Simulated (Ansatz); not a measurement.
Consider the redistribution: `N[Si](N)(N)O` + `OB(F)O[SiH3]` → `N[Si](N)(O)O[SiH3]` + `NB(O)F`.

Program: Ansatz. Geometries: PBE0-D4/def2-TZVP. ΔE: electronic, gas phase. CCSD(T)/CBS is the MP2 limit (def2-TZVPP, def2-QZVPP) plus CCSD(T) − MP2 in def2-TZVPP, frozen cores. Functionals use def2-TZVPP. B3LYP here is the variant with VWN-RPA as its local correlation; programs differ in this. One conformer a species, not always the lowest.

`N[Si](N)(N)O`:

```xyz
12

N     0.866    1.208    0.689
Si    0.062   -0.023   -0.176
N     0.872   -1.468    0.233
N    -1.592    0.268    0.194
O     0.132   -0.079   -1.824
H     1.870    1.201    0.754
H     0.491    2.140    0.735
H     1.002   -1.748    1.189
H     0.863   -2.250   -0.399
H    -1.855    0.452    1.149
H    -2.304   -0.273   -0.271
H    -0.407    0.573   -2.272
```

`OB(F)O[SiH3]`:

Z-matrix (Å, degrees):
```
Si
O 1 1.655
H 1 1.484 2 110.2
H 1 1.484 2 110.2 3 -121.4
H 1 1.480 2 106.4 3 119.3
B 2 1.348 1 131.9 3 60.8
F 6 1.334 2 118.9 1 180.0
O 6 1.359 2 121.1 1 -0.0
H 8 0.960 6 113.4 2 180.0
```

`N[Si](N)(O)O[SiH3]`:

Cartesian coordinates in Å:
```
N -0.061 1.725 -0.601
Si -0.011 0.042 -0.856
N 1.605 -0.355 -1.155
O -0.823 -0.600 -2.130
O -0.733 -0.603 0.474
Si -0.538 -0.644 2.095
H 0.336 2.352 -1.282
H -0.840 2.146 -0.122
H 1.863 -1.190 -1.651
H 2.364 0.048 -0.635
H -1.700 -0.932 -1.936
H 0.903 -0.718 2.458
H -1.240 -1.841 2.623
H -1.125 0.572 2.719
```

`NB(O)F`:

Z-matrix (Å, degrees):
```
N
B 1 1.406
H 1 1.004 2 121.1
H 1 1.003 2 124.7 3 180.0
O 2 1.363 1 125.7 3 -180.0
F 2 1.337 1 118.3 3 0.0
H 5 0.957 2 114.6 1 0.0
```

```tsv
level	ΔE (kJ/mol)	difference from CCSD(T)/CBS
PBE-D4	-34.0	0.2
r2SCAN-D4	-35.8	-1.6
PBE0-D4	-35.5	-1.3
B3LYP-D4	-37.2	-3.0
ωB97X-V	-34.7	-0.5
ωB97M-V	-34.4	-0.2
B2PLYP	-34.5	-0.3
PBE	-32.4	1.8
r2SCAN	-35.1	-0.9
PBE0	-33.9	0.3
B3LYP	-34.8	-0.6
HF/def2-TZVPP	-36.5	-2.3
MP2/def2-TZVPP	-33.5	0.7
SCS-MP2/def2-TZVPP	-33.7	0.5
CCSD/def2-TZVPP	-33.9	0.3
CCSD(T)/def2-TZVPP	-33.2	1.0
HF/def2-QZVPP	-37.2	-3.0
MP2/def2-QZVPP	-34.3	-0.1
SCS-MP2/def2-QZVPP	-34.4	-0.2
HF/CBS(def2)	-37.3	-3.1
MP2/CBS(def2)	-34.4	-0.2
CCSD/CBS(def2)	-34.8	-0.6
CCSD(T)/CBS	-34.2	0
```

Largest T1 diagnostic among the species: 0.012.

In def2-TZVPP, CCSD(T) changes the Hartree–Fock value by +3.3 kJ/mol (the triples alone add +0.6 kJ/mol) and MP2 by +3.0 kJ/mol.
